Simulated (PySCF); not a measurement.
Cartesian coordinates in Å; atom numbers follow the order of the lines, from 1:
```xyz
20

C    -1.146   -0.719   -1.835
C    -0.941   -0.250   -0.602
C    -1.742   -0.750    0.508
C    -1.512   -0.610    1.808
F    -0.458    0.038    2.328
C     0.078    0.798   -0.349
C    -0.267    1.990    0.116
C     1.503    0.433   -0.659
C     2.031   -0.546    0.386
F     3.319   -0.917    0.079
H    -0.579   -0.365   -2.678
H    -1.895   -1.465   -2.040
H    -2.613   -1.330    0.237
H    -2.142   -1.019    2.585
H    -1.291    2.236    0.340
H     0.461    2.764    0.285
H     2.133    1.323   -0.662
H     1.567   -0.043   -1.640
H     2.057   -0.091    1.380
H     1.435   -1.465    0.410
```

- σ from GIAO-PBE0/pcSseg-1
- GFN2-xTB geometry
- code: PySCF
- a single conformation, fast rotation and ring inversion assumed for equivalent nuclei, non-relativistic Hamiltonian, isolated molecule

Problem. List the cross peaks expected in HSQC, COSY and HMBC spectra.

Solution. 

HSQC (one-bond C–H):
```tsv
δH	δC
6.67 (H14)	158.2 (C4)
5.62 (H13)	121.1 (C3)
5.57 (H16)	123.9 (C7)
5.51 (H12)	123.5 (C1)
5.34 (H15)	123.9 (C7)
5.33 (H11)	123.5 (C1)
4.74 (H19/H20)	86.3 (C9)
2.91 (H17/H18)	48.0 (C8)
```

COSY cross peaks (H two or three bonds apart, from the bond graph; peaks can be absent where the dihedral angle is near 90°):
```tsv
δH	δH
6.67 (H14)	5.62 (H13)
5.57 (H16)	5.34 (H15)
5.51 (H12)	5.33 (H11)
4.74 (H19/H20)	2.91 (H17/H18)
```

HMBC (two and three bonds, from the bond graph):
```tsv
δH	δC
6.67 (H14)	153.2 (C2), 121.1 (C3)
5.62 (H13)	158.2 (C4), 153.2 (C2), 151.4 (C6), 123.5 (C1)
5.57 (H16)	153.2 (C2), 151.4 (C6), 48.0 (C8)
5.51 (H12)	153.2 (C2), 151.4 (C6), 121.1 (C3)
5.34 (H15)	153.2 (C2), 151.4 (C6), 48.0 (C8)
5.33 (H11)	153.2 (C2), 151.4 (C6), 121.1 (C3)
4.74 (H19/H20)	151.4 (C6), 48.0 (C8)
2.91 (H17/H18)	153.2 (C2), 151.4 (C6), 123.9 (C7), 86.3 (C9)
```

Scale: TMS for 1H, 13C (reference shieldings calculated alike).

Short H···H contacts in this conformer between protons four or more bonds apart (candidates for NOE cross peaks, intensity ∝ r⁻⁶): H12···H13 2.39 Å, H16···H17 2.40 Å, H11···H18 2.41 Å.

Shifts are as computed. Against solution values, carbons near 30 ppm lie about +3 ppm off and those near 130 ppm about +5 ppm. Of 1211 compounds with measured shifts, 218 miss one by over three times the rms of a fit or turn the order of signals round; such compounds aren't used in these exercises.
